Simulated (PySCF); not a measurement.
**From a computed spectrum to the compound**

A species of 5 atoms with charge -1 has these harmonic modes (PBE0, small Gaussian bases with core potentials, PySCF 2.14.0):

| cm⁻¹ | km/mol | symmetry |
| --- | --- | --- |
| 101 | 2.4 | a1 |
| 140 | 10.9 | b2 |
| 176 | 0.0 | a2 |
| 192 | 18.2 | b1 |
| 301 | 0.3 | a1 |
| 356 | 96.1 | b1 |
| 360 | 40.7 | a1 |
| 918 | 252.2 | b2 |
| 969 | 116.5 | a1 |

Question: Which species is it, and in which structure?

Answer: [TaO2Cl2]− (singlet):
```xyz
5

Ta    0.0000    0.0000    0.2114
O     0.9943    0.9943    1.2549
O    -0.9943   -0.9943    1.2549
Cl    1.4071   -1.4071   -1.1209
Cl   -1.4071    1.4071   -1.1209
```
Ideal gas at 298.15 K and 1 bar: S = 355.3 J/(mol K), Cp = 88.8 J/(mol K), H − H(0 K) = 19.8 kJ/mol (rigid rotor, harmonic modes, spin degeneracy alone). 
 The answer isn't unique; the calculation gave this one.
